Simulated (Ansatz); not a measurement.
A geometry optimisation of AlH2Si3 with PBE0-D3(BJ)/def2-SVP

The starting geometry of this gas-phase doublet was optimised with GFN2-xTB.

```yaml
atoms:
  - { symbol: Al, position_ang: [-3.6605, -1.1442, -1.8837] }
  - { symbol: Si, position_ang: [-3.2791, -0.6033, 0.4641] }
  - { symbol: Si, position_ang: [-1.3667, -1.7085, 1.0927] }
  - { symbol: Si, position_ang: [-1.9210, -2.5808, -0.9585] }
  - { symbol: H, position_ang: [-4.5118, -0.7788, -3.1986] }
  - { symbol: H, position_ang: [-1.9784, -0.0538, -1.8080] }
```

**Question.** Predict what becomes of its bonds when it is optimised with PBE0-D3(BJ)/def2-SVP.

**Answer.** A new bond forms, giving a structure with H6 bridging Al1 and Si4, given below by its coordinates. Contacts that close: Si4–H6 (2.67 → 1.66 Å).

The energy falls by 0.97 eV over 17 steps:

| step | E − E(last) (eV) |
| --- | --- |
| 1 | 0.966 |
| 3 | 0.294 |
| 5 | 0.224 |
| 6 | 0.162 |
| 8 | 0.048 |
| 10 | 0.019 |
| 12 | 0.001 |
| 13 | 0.000 |
| 15 | 0.000 |
| 17 | 0.000 |

Final geometry (Å):

```yaml
atoms:
  - { symbol: Al, position_ang: [-3.7207, -1.0036, -1.8562] }
  - { symbol: Si, position_ang: [-3.4400, -0.9097, 0.5458] }
  - { symbol: Si, position_ang: [-1.3668, -1.5373, 1.2395] }
  - { symbol: Si, position_ang: [-1.7795, -2.0851, -1.0411] }
  - { symbol: H, position_ang: [-4.5324, -0.5674, -3.1402] }
  - { symbol: H, position_ang: [-1.8778, -0.7663, -2.0398] }
```

The end wasn't checked by frequencies. Open shells are spin-unrestricted. Run with Ansatz 0.2.0, 3.6 min on 1 thread of Arm Neoverse N1 (shared host).
